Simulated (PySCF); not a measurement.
Protons, H atoms and electrons added to or taken from NC=O. Gas-phase values, no solvent. One relaxed conformer stands for each flexible species; it need not be the lowest. Strings in code marks are SMILES.

The brightest of the four lowest singlets (TDA) from two functionals at the same geometries (B3LYP-D3(BJ)/def2-TZVP), both in PySCF: PBE-D3(BJ)/def2-TZVP and B3LYP-D3(BJ)/def2-TZVP. B3LYP has the VWN-RPA correlation part, as in Gaussian. Excitations are Tamm–Dancoff values on a coarser integration grid. The basis has no diffuse functions, so Rydberg states are missing or too high.

```tsv
species	PBE-D3(BJ)/def2-TZVP (eV)	B3LYP-D3(BJ)/def2-TZVP (eV)
neutral parent (`NC=O`)	7.13	7.91
proton added at N1 (`[NH3+]C=O` (not the most basic site))	9.01	9.52
proton added at O3 (`N/C=[O+]/[H]`)	8.67	8.71
```

Over these rows, drawn at random from the members with no instability flagged (it was tested for open shells, ions and some series alone), PBE minus B3LYP-D3(BJ): mean -0.44 eV, from -0.77 eV to -0.04 eV.
